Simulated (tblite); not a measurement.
Input of a run (GFN2-xTB geometry optimisation, gas phase (tblite 0.8.0)), started from a force field or distance geometry:
```
{"job": {"kind": "relax", "xc": "GFN2-xTB", "basis": "xTB"}, "charge": 0, "multiplicity": 1}
C     -1.989100     0.875800    -1.692800
C     -2.006000    -0.336000    -0.785700
C     -0.897200    -0.264300     0.315100
O      0.369500    -0.197200    -0.394100
C      1.397300     0.371500     0.293800
O      1.331300     0.836700     1.411600
O      2.497000     0.342500    -0.509600
C      3.663400     0.917700     0.095700
Si    -1.067000    -1.652000     1.619200
Cl    -0.833200    -3.475700     0.717700
H     -2.810300     0.798700    -2.426200
H     -2.150900     1.795800    -1.116800
H     -1.060700     0.965100    -2.232100
H     -1.844900    -1.232100    -1.401300
H     -2.996800    -0.418900    -0.314700
H     -1.054700     0.687400     0.861100
H      3.493000     1.975300     0.316600
H      3.932100     0.360000     0.998200
H      4.480300     0.837700    -0.617600
H     -2.423700    -1.631400     2.232700
H     -0.038300    -1.539700     2.680700
```

Output (eV, eV/Å):
```
step      E/eV     max force
  0    -948.74540    1.566
  1    -948.84970    0.578
  2    -948.86945    0.753
  3    -948.88261    0.466
  4    -948.89415    0.294
  5    -948.90581    0.213
  6    -948.91261    0.250
  7    -948.92121    0.212
  8    -948.92567    0.153
  9    -948.92879    0.113
 10    -948.93116    0.148
 11    -948.93342    0.140
 12    -948.93511    0.091
 13    -948.93623    0.082
 14    -948.93695    0.064
 15    -948.93758    0.072
 16    -948.93826    0.064
 17    -948.93894    0.061
 18    -948.93952    0.059
 19    -948.94004    0.052
 20    -948.94066    0.061
 21    -948.94139    0.059
 22    -948.94206    0.052
 23    -948.94253    0.037
 24    -948.94289    0.042
 25    -948.94326    0.047
 26    -948.94363    0.048
 27    -948.94389    0.042
 28    -948.94406    0.029
 29    -948.94419    0.025
 30    -948.94434    0.025
 31    -948.94447    0.021
 32    -948.94456    0.024
 33    -948.94464    0.024
 34    -948.94474    0.027
 35    -948.94489    0.031
 36    -948.94505    0.026
 37    -948.94520    0.024
 38    -948.94531    0.028
 39    -948.94542    0.025
 40    -948.94551    0.023
 41    -948.94559    0.019
 42    -948.94567    0.025
 43    -948.94576    0.029
 44    -948.94585    0.023
 45    -948.94592    0.021
 46    -948.94597    0.014
 47    -948.94601    0.020
 48    -948.94605    0.018
 49    -948.94610    0.015
 50    -948.94614    0.014
 51    -948.94618    0.014
 52    -948.94624    0.018
 53    -948.94630    0.022
 54    -948.94637    0.021
 55    -948.94642    0.017
 56    -948.94647    0.014
 57    -948.94651    0.016
 58    -948.94656    0.016
 59    -948.94660    0.016
 60    -948.94663    0.015
 61    -948.94665    0.012
 62    -948.94667    0.010
```

Question: Summarise the run.

Answer: The energy falls by 4.6 kcal/mol over 62 L-BFGS steps, the largest force on an atom goes from 1.57 to 0.010 eV/Å, and the atoms move by 0.093 Å rms after alignment. The bond that changes most is Si9–Cl10 (chlorine-bound silicon to silicon-bound chlorine), which shortens by 0.044 Å. Bonds longer at the end by more than 0.005 Å: 3 of 20; shorter: 14. Among the angles that change most is O4–C3–Si9, from 116.3° to 108.5°. The energy never rose by more than 1e-5 eV on the way. The first step brought 52 % of the lowering.

Question: What are the final bond lengths?

Answer: C1–C2 1.524 Å, C2–C3 1.525 Å, C3–O4 1.445 Å, O4–C5 1.321 Å, C5=O6 1.202 Å, C5–O7 1.336 Å, O7–C8 1.421 Å, C3–Si9 1.922 Å, Si9–Cl10 2.004 Å, C1–H11 1.087 Å, C1–H12 1.088 Å, C1–H13 1.087 Å, C2–H14 1.091 Å, C2–H15 1.092 Å, C3–H16 1.096 Å, C8–H17 1.092 Å, C8–H18 1.092 Å, C8–H19 1.087 Å, Si9–H20 1.462 Å, Si9–H21 1.455 Å. Numbering counts from 1 in the input's order; the species is `CC[C@H](OC(=O)OC)[SiH2]Cl`.

The run took 3.2 s wall, 2.4 s CPU on one thread of an AMD EPYC, no GPU, shared host with 64 logical CPUs at a one-minute load of 59.

Its lowest GFN2-xTB frequency is 15 cm⁻¹, too small to tell a flat minimum from a shallow saddle. One conformer, not necessarily the lowest.

These are computed values.
